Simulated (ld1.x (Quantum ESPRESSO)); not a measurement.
## Logarithmic derivatives: Yb (Z = 70), PAW

ytterbium, PAW, made with ld1.x (Quantum ESPRESSO) 7.5 (PBE, scalar-relativistic). Core [Kr] 4d10 4f14, reference 5s2 5p6 5d0 6s2 6p0. Waves: 5s (bound): rcut 1.75, rcutus 2.10 bohr; 6s (bound): rcut 1.75, rcutus 2.10 bohr; 5p (bound): rcut 2.30, rcutus 2.75 bohr; 6p (bound, empty): rcut 2.30, rcutus 2.75 bohr; 5d (bound, empty): rcut 2.90, rcutus 3.55 bohr; 5d channel at 5.1 Ry: rcut 2.90, rcutus 3.55 bohr. Local part: all-electron potential smoothed inside 1.60 bohr (lloc = -1). Core correction: Bessel-smoothed model core inside 1.50 bohr. Augmentation charge: BESSEL, radius 1.35 bohr.

The phase is arctan(r·u′/u) with u = r·R(r), unwrapped; energies in Ry, scanned from -6 to 5 Ry. A pole is an energy at which the radial function vanishes at the test radius. The pseudo phase is shifted by a multiple of π to meet the all-electron one at the reference energy, and phase errors are pseudo minus all-electron; the curves can meet again beyond the range given. Levels narrower than the energy grid can be missing from the lists of poles.

Task: For each channel, where are the poles, and over which energies does the pseudopotential scatter like the atom?

Result:

```csv
channel,radius (bohr),reference energy (Ry),"poles, all-electron","poles, pseudo",unbroken range about the reference energy with phases within 0.05 rad,phase error 1 Ry above the reference energy (rad)
s,3.84,-0.29,"0.50, 4.45","0.50, 4.47",the whole range,+0.000
p,3.84,-0.08,"-2.00, 1.32","-2.00, -1.83, 1.12, 4.41",-1.8 to 1.2,-0.036
d,3.84,-0.05,"0.26, 2.91","0.27, 2.87",below 1.1,+0.033
```

The ghost test of this file was not conclusive. Its overlap operator is not positive definite in a basis up to 400 Ry (lowest eigenvalue p -0.62), so the file is unfit for use: the generalised eigenproblem breaks down once the basis is large enough, and its test numbers describe a broken file.

Phases in the d channel:

| E (Ry) | all-electron | pseudo |
| --- | --- | --- |
| -6.00 | 1.464 | 1.464 |
| -5.48 | 1.459 | 1.459 |
| -4.96 | 1.453 | 1.454 |
| -4.44 | 1.447 | 1.447 |
| -3.92 | 1.439 | 1.439 |
| -3.40 | 1.429 | 1.429 |
| -2.88 | 1.416 | 1.417 |
| -2.36 | 1.400 | 1.401 |
| -1.84 | 1.376 | 1.377 |
| -1.32 | 1.339 | 1.341 |
| -0.80 | 1.264 | 1.266 |
| -0.28 | 0.924 | 0.928 |
| 0.24 | -1.550 | -1.544 |
| 0.76 | -1.883 | -1.865 |
| 1.28 | -2.928 | -2.808 |
| 1.80 | -4.395 | -4.390 |
| 2.32 | -4.613 | -4.618 |
| 2.84 | -4.703 | -4.708 |
| 3.36 | -4.767 | -4.774 |
| 3.88 | -4.842 | -4.849 |
| 4.40 | -4.996 | -5.006 |
| 4.92 | -6.021 | -6.030 |
